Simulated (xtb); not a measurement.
trichloroethylene (C$_{2}$HCl$_{3}$), singlet, geometry from GFN2-xTB, atoms displaced at random by about 0.1 Å a coordinate; GFN2-xTB (xtb).

Input for xtb:
```
$ xtb mol.xyz --gfn 2 --opt vtight --json

# file mol.xyz
6

Cl     2.00298884     0.60048058    -0.16367834
C      1.02364036    -0.49213003     0.16736928
C     -0.40247928    -0.28043538     0.06743814
Cl    -1.09304247     1.49978278     0.18831301
Cl    -1.49393407    -1.49879683    -0.19423653
H      1.41997449    -1.72209305    -0.05912400
```

What the program printed (banner, timings and long lists left out):

```
   ID    Z sym.   atoms
    1   17 Cl     1, 4, 5
    2    6 C      2, 3
    3    1 H      6

           -------------------------------------------------
          |                Calculation Setup                |
           -------------------------------------------------

           -------------------------------------------------
          |                 G F N 2 - x T B                 |
           -------------------------------------------------

          ...................................................
          :                      SETUP                      :
          :.................................................:
          :  # basis functions                  39          :
          :  # atomic orbitals                  36          :
          :  # shells                           14          :
          :  # electrons                        30          :
          :  max. iterations                   250          :
          :  Hamiltonian                  GFN2-xTB          :
          :  restarted?                      false          :
          :  GBSA solvation                  false          :
          :  PC potential                    false          :
          :  electronic temp.          300.0000000     K    :
          :  accuracy                    1.0000000          :
          :  -> integral cutoff          0.2500000E+02      :
          :  -> integral neglect         0.1000000E-07      :
          :  -> SCF convergence          0.1000000E-05 Eh   :
          :  -> wf. convergence          0.1000000E-03 e    :
          :  Broyden damping             0.4000000          :
          :  net charge                          0          :
          :  unpaired electrons                  0          :
          ...................................................

 iter      E             dE          RMSdq      gap      omega  full diag
   1    -18.3913282 -0.183913E+02  0.518E+00    3.13       0.0  T
   2    -18.4066473 -0.153191E-01  0.298E+00    2.83       1.0  T
   3    -18.4013041  0.534317E-02  0.207E+00    3.00       1.0  T
   4    -18.4034190 -0.211484E-02  0.137E+00    2.97       1.0  T
   5    -18.4121561 -0.873716E-02  0.457E-01    2.90       1.0  T
   6    -18.4125451 -0.388968E-03  0.314E-01    2.91       1.0  T
   7    -18.4129239 -0.378810E-03  0.141E-01    2.90       1.0  T
   8    -18.4129931 -0.692212E-04  0.638E-02    2.91       1.0  T
   9    -18.4130027 -0.959527E-05  0.359E-02    2.91       1.1  T
  10    -18.4130054 -0.269789E-05  0.227E-02    2.91       1.8  T
  11    -18.4130067 -0.127363E-05  0.112E-02    2.91       3.6  T
  12    -18.4130071 -0.426084E-06  0.663E-03    2.91       6.2  T
  13    -18.4130073 -0.185601E-06  0.236E-03    2.91      17.3  T
  14    -18.4130073 -0.155434E-07  0.135E-03    2.91      30.1  T
  15    -18.4130073 -0.409061E-08  0.739E-04    2.91      55.2  T
  16    -18.4130073 -0.126926E-08  0.343E-04    2.91     119.1  T

   *** convergence criteria satisfied after 16 iterations ***

         :::::::::::::::::::::::::::::::::::::::::::::::::::::
         ::                     SUMMARY                     ::
         :::::::::::::::::::::::::::::::::::::::::::::::::::::
         :: total energy             -18.344312829267 Eh    ::
         :: gradient norm              0.258696616861 Eh/a0 ::
         :: HOMO-LUMO gap              2.908910462034 eV    ::
         ::.................................................::
         :: SCC energy               -18.413005692593 Eh    ::
         :: -> isotropic ES            0.006424450343 Eh    ::
         :: -> anisotropic ES         -0.001728878596 Eh    ::
         :: -> anisotropic XC         -0.007329169495 Eh    ::
         :: -> dispersion             -0.005502412193 Eh    ::
         :: repulsion energy           0.068692863326 Eh    ::
         :: add. restraining           0.000000000000 Eh    ::
         :: total charge              -0.000000000000 e     ::
         :::::::::::::::::::::::::::::::::::::::::::::::::::::

      -----------------------------------------------------------
     |                   =====================                   |
     |                        A N C O P T                        |
     |                   =====================                   |
     |               Approximate Normal Coordinate               |
     |                Rational Function Optimizer                |
      -----------------------------------------------------------
      -----------------------------------------------------------
     |                   =====================                   |
     |                        A N C O P T                        |
     |                   =====================                   |
     |               Approximate Normal Coordinate               |
     |                Rational Function Optimizer                |
      -----------------------------------------------------------

          ...................................................
          :                      SETUP                      :
          :.................................................:
          :   optimization level         verytight          :
          :   max. optcycles                   200          :
          :   ANC micro-cycles                  20          :
          :   degrees of freedom                12          :
          :.................................................:
          :   RF solver                   davidson          :
          :   write xtbopt.log                true          :
          :   linear?                        false          :
          :   energy convergence         0.1000000E-06 Eh   :
          :   grad. convergence          0.2000000E-03 Eh/α :
          :   maxmium RF displ.          1.0000000          :
          :   Hlow (freq-cutoff)         0.1000000E-01      :
          :   Hmax (freq-cutoff)         5.0000000          :
[...]
 * total energy  :   -18.4053311 Eh     change       -0.1313340E-01 Eh
 * total energy  :   -18.4103085 Eh     change       -0.4977430E-02 Eh
 * total energy  :   -18.4111125 Eh     change       -0.8040292E-03 Eh
 * total energy  :   -18.4118484 Eh     change       -0.7358454E-03 Eh
 * total energy  :   -18.4119226 Eh     change       -0.7426759E-04 Eh
 * total energy  :   -18.4120340 Eh     change       -0.1113494E-03 Eh
 * total energy  :   -18.4120492 Eh     change       -0.1520843E-04 Eh
 * total energy  :   -18.4120595 Eh     change       -0.1027845E-04 Eh
 * total energy  :   -18.4120634 Eh     change       -0.3965516E-05 Eh
 * total energy  :   -18.4120647 Eh     change       -0.1260910E-05 Eh
 * total energy  :   -18.4120649 Eh     change       -0.2158804E-06 Eh
 * total energy  :   -18.4120651 Eh     change       -0.2140686E-06 Eh
 * total energy  :   -18.4120652 Eh     change       -0.2528326E-07 Eh
   *** GEOMETRY OPTIMIZATION CONVERGED AFTER 15 ITERATIONS ***
[...]
   1    -18.4989562 -0.184990E+02  0.254E-04    3.96       0.0  T
   2    -18.4989562 -0.666169E-10  0.224E-04    3.96     182.0  T
   3    -18.4989562 -0.136229E-09  0.148E-04    3.96     276.6  T

   *** convergence criteria satisfied after 3 iterations ***

         :::::::::::::::::::::::::::::::::::::::::::::::::::::
         ::                     SUMMARY                     ::
         :::::::::::::::::::::::::::::::::::::::::::::::::::::
         :: total energy             -18.412065152197 Eh    ::
         :: gradient norm              0.000035747552 Eh/a0 ::
         :: HOMO-LUMO gap              3.960844736776 eV    ::
         ::.................................................::
         :: SCC energy               -18.498955009701 Eh    ::
         :: -> isotropic ES            0.007862740709 Eh    ::
         :: -> anisotropic ES          0.000421725322 Eh    ::
         :: -> anisotropic XC          0.003205447255 Eh    ::
         :: -> dispersion             -0.005431242369 Eh    ::
         :: repulsion energy           0.086889857505 Eh    ::
         :: add. restraining           0.000000000000 Eh    ::
         :: total charge               0.000000000000 e     ::
         :::::::::::::::::::::::::::::::::::::::::::::::::::::

           -------------------------------------------------
          |                Property Printout                |
           -------------------------------------------------

    * Orbital Energies and Occupations

         #    Occupation            Energy/Eh            Energy/eV
      -------------------------------------------------------------
         1        2.0000           -1.0868155             -29.5738
       ...           ...                  ...                  ...
         3        2.0000           -1.0770231             -29.3073
         4        2.0000           -0.6876439             -18.7117
         5        2.0000           -0.6090168             -16.5722
         6        2.0000           -0.5732443             -15.5988
         7        2.0000           -0.5528710             -15.0444
         8        2.0000           -0.5391243             -14.6703
         9        2.0000           -0.5129909             -13.9592
        10        2.0000           -0.4743085             -12.9066
        11        2.0000           -0.4591989             -12.4954
        12        2.0000           -0.4581731             -12.4675
        13        2.0000           -0.4487286             -12.2105
        14        2.0000           -0.4420435             -12.0286
        15        2.0000           -0.4127205             -11.2307 (HOMO)
        16                         -0.2671621              -7.2699 (LUMO)
        17                         -0.2066288              -5.6227
        18                         -0.1742989              -4.7429
        19                         -0.1234804              -3.3601
        20                         -0.0195251              -0.5313
        21                         -0.0159316              -0.4335
        22                         -0.0149478              -0.4068
        23                         -0.0145401              -0.3957
        24                         -0.0134393              -0.3657
        25                         -0.0121975              -0.3319
        26                         -0.0119818              -0.3260
       ...                                ...                  ...
        36                          0.5362061              14.5909
      -------------------------------------------------------------
                  HL-Gap            0.1455584 Eh            3.9608 eV
             Fermi-level           -0.3399413 Eh           -9.2503 eV

     #   Z          covCN         q      C6AA      α(0)
     1  17 Cl       0.953    -0.097   102.158    15.463
     2   6 C        2.893     0.018    27.610     8.615
     3   6 C        2.813     0.149    24.754     8.152
     4  17 Cl       1.091    -0.082   101.729    15.431
     5  17 Cl       1.093    -0.094   102.102    15.459
     6   1 H        0.926     0.105     1.736     2.060

 Mol. C6AA /au·bohr⁶  :       1750.301359
 Mol. C8AA /au·bohr⁸  :      65155.052542
 Mol. α(0) /au        :         65.179598

Wiberg/Mayer (AO) data.
largest (>0.10) Wiberg bond orders for each atom

 ---------------------------------------------------------------------------
     #   Z sym  total        # sym  WBO       # sym  WBO       # sym  WBO
 ---------------------------------------------------------------------------
     1  17 Cl   1.186 --     2 C    1.027
     2   6 C    3.920 --     3 C    1.763     1 Cl   1.027     6 H    0.952
     3   6 C    3.890 --     2 C    1.763     4 Cl   1.024     5 Cl   1.006
     4  17 Cl   1.202 --     3 C    1.024
     5  17 Cl   1.179 --     3 C    1.006
     6   1 H    0.989 --     2 C    0.952
 ---------------------------------------------------------------------------

Topologies differ in total number of bonds
Writing topology from bond orders to xtbtopo.mol

molecular dipole:
                 x           y           z       tot (Debye)
 q only:        0.225      -0.461      -0.032
   full:        0.141      -0.293      -0.020       0.827
molecular quadrupole (traceless):
                xx          xy          yy          xz          yz          zz
 q only:       -1.656      -2.447       0.476      -0.082      -0.031       1.180
  q+dip:       -1.392      -3.376       0.668      -0.157       0.036       0.724
   full:       -1.863      -2.396       1.352      -0.093       0.072       0.511

optimized geometry written to: xtbopt.xyz

           -------------------------------------------------
          | TOTAL ENERGY              -18.412065152197 Eh   |
          | GRADIENT NORM               0.000035747552 Eh/α |
          | HOMO-LUMO GAP               3.960844736776 eV   |
           -------------------------------------------------

normal termination of xtb
```
